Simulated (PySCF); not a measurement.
# Working out the excitation energy of C⁺

C⁺ [He] 2s2 2p1 (2P) → C⁺ [He] 2s2 3s1 (2S). Calculation: PySCF 2.14, in aug-cc-pVTZ; the non-relativistic Hamiltonian (point nucleus). Frozen: 1s2. Energies in hartree (1 hartree = 27.21139 eV):

| part | C⁺ (lower) | C⁺ (upper) |
| --- | --- | --- |
| UHF | -37.294960 | -36.766126 |
| CCSD correlation | -0.074694 | -0.071371 |
| (T) | -0.001159 | -0.003891 |

Question: What does Hartree-Fock give?

Answer: (-36.766126) − (-37.294960) = 0.528834 hartree = 14.390 eV.

Question: What do CCSD and CCSD(T) give?

Answer: The CCSD correlation energies differ by 0.003323 hartree = 0.090 eV and the triples by -0.002732 hartree = -0.074 eV, so CCSD gives 14.480 eV and CCSD(T) 14.406 eV.

Measured between the centres of the two terms (NIST): 14.444 eV, so CCSD(T) (valence) is off by -0.038 eV.

The coupled-cluster amplitudes are large, so a single reference is strained.

What remains against the reference includes basis incompleteness, the frozen core and higher excitations.
